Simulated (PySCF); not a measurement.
Atom-mapped SMILES (the numbers label the heavy atoms): `[CH2:1]=[C:2]1[CH:3]=[C:4]([CH3:5])/[C:6]1=[CH:7]/[S:8][CH3:9]` (H(Xn): hydrogen on atom n). Ha(C1) is cis to C3; Hb(C1) is trans to C3.

Geometry: PBE0-D3(BJ)/def2-SVP; GIAO shifts from PySCF, gas phase, non-relativistic, averaged over equivalent atoms.

At PBE0/pcSseg-1 (210 basis functions, 51 s wall time on 1 thread of an x86-64 server CPU, shared host):
```
 atoms  δ (ppm)
    C4    164.2
    C2    153.7
    C3    146.6
    C6    144.6
    C7    117.4
    C1    101.9
    C9     20.7
    C5     14.2
    S8    -14.7
 H(C3)     6.72
 H(C7)     5.11
Hb(C1)     4.98
Ha(C1)     4.80
 H(C9)     2.12
 H(C5)     1.92
```

Scale: TMS for 13C (σ = 184.41 ppm), 1H (σ = 31.27 ppm); CS2 for 33S (σ = 495.66 ppm) (reference shieldings calculated alike).

Estimate the result of repeating the calculation with HF/pcSseg-1.

Results:


| atoms | δ at HF/pcSseg-1 | change |
| --- | --- | --- |
| C4 | 167.1 | +2.9 |
| C2 | 152.5 | -1.2 |
| C3 | 148.7 | +2.1 |
| C6 | 145.7 | +1.1 |
| C7 | 115.3 | -2.1 |
| C1 | 102.0 | +0.1 |
| C9 | 18.3 | -2.4 |
| C5 | 12.9 | -1.3 |
| S8 | -73.1 | -58.4 |
| H(C3) | 6.93 | +0.21 |
| H(C7) | 4.93 | -0.18 |
| Hb(C1) | 5.03 | +0.05 |
| Ha(C1) | 4.82 | +0.02 |
| H(C9) | 2.04 | -0.08 |
| H(C5) | 1.96 | +0.04 |

Chemical shifts δ = σref − σ; TMS for 13C (σ = 190.85 ppm) and 1H (σ = 31.69 ppm); CS2 for 33S (σ = 513.52 ppm), all at this level.

The largest change is at S8 (sulfide sulfur). Cost: 210 basis functions, 19 s wall time on 1 thread of an x86-64 server CPU, shared host. The order of the carbon signals is the same at both levels.
